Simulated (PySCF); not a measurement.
Gas-phase reaction: GeH3 + C + CCl → GeHCl + 2 CH

Computed with PySCF (xtb for GFN2) and rigid-rotor harmonic-oscillator thermochemistry at 1 bar. † marks an energy on the PBE0/def2-TZVP geometry and frequencies; other levels use their own. Open shells (unrestricted): GeH3 (multiplicity 2), C (multiplicity 3), CCl (multiplicity 2), CH (multiplicity 2); the rest are closed-shell singlets. GFN2 has no spin-polarisation term. Spin-orbit splitting is ignored; it lowers the true energy and changes the entropy of C, CCl, CH. B3LYP is the form with VWN-RPA correlation. Ge: all electrons, no relativistic terms. GeH3, GeHCl: computed as isolated molecules; such fragments, hydroxides, amides, oligomers or adducts are transient or little studied in the gas. Warning, spin contamination: CH (B3LYP/def2-TZVP†, PBE/def2-TZVP†, PBE0/def2-TZVP).

PBE/def2-TZVP† gives ΔH°(298 K) = -110 kJ.

Task: What do B3LYP/def2-TZVP†, PBE0/def2-TZVP, GFN2-xTB give?

Result: B3LYP/def2-TZVP†: -133 kJ; PBE0/def2-TZVP: -110 kJ; GFN2-xTB: -332 kJ. For scale, ΔH°(298 K) is -110 kJ at this level, -130 kJ at ωB97M-V/def2-TZVP†, and runs from -332 to -90 kJ over the 14 levels computed.
